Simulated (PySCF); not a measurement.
[PbSF]+ at several levels of theory

Computed with PySCF 2.14.0 (density fitting, no spin-orbit coupling) at the geometry relaxed with PBE0:

```xyz
3
[PbSF]+ (singlet)
Pb   -0.1289    0.0000    0.3765
S     2.1315    0.0000    0.4727
F    -2.0944    0.0000    0.2933
```

| level | basis | state | HOMO (eV) | gap (eV) | charge on Pb1 (e) | dipole about the centre of mass (D) | largest force component (eV/Å) |
| --- | --- | --- | --- | --- | --- | --- | --- |
| PBE0 | Pb def2-SVP with ECP60, S def2-SVP, F def2-SVP | singlet | -14.14 | 3.24 | 1.17 | 1.49 | 0.01 |
| BLYP | the same | singlet | -12.79 | 1.22 | 1.05 | 1.63 | 0.97 |
| PBE0 | Pb def2-TZVP with ECP60, S def2-TZVP, F def2-TZVP | singlet | -14.09 | 3.34 | 1.29 | 1.68 | 0.94 |

Charges are Mulliken's, which hang on the basis. The relaxation used the grid (50, 194), these runs (75, 302) or, all-electron (x2c bases, spin-free X2C Hamiltonian), (99, 590).

Question: What does BP86 with Pb def2-SVP with ECP60, S def2-SVP, F def2-SVP give here?

Answer: state singlet, HOMO (eV) -13.10, gap (eV) 1.23, charge on Pb1 (e) 1.07, dipole about the centre of mass (D) 1.49, largest force component (eV/Å) 0.70. Time: 1.4 s on 2 threads of Arm Neoverse V1, with other jobs on the host, from an already converged density.

In the first row's basis the gap widens with exact exchange: 1.2 eV for BLYP, BP86 (none); 3.2 eV for PBE0 (a fixed share).
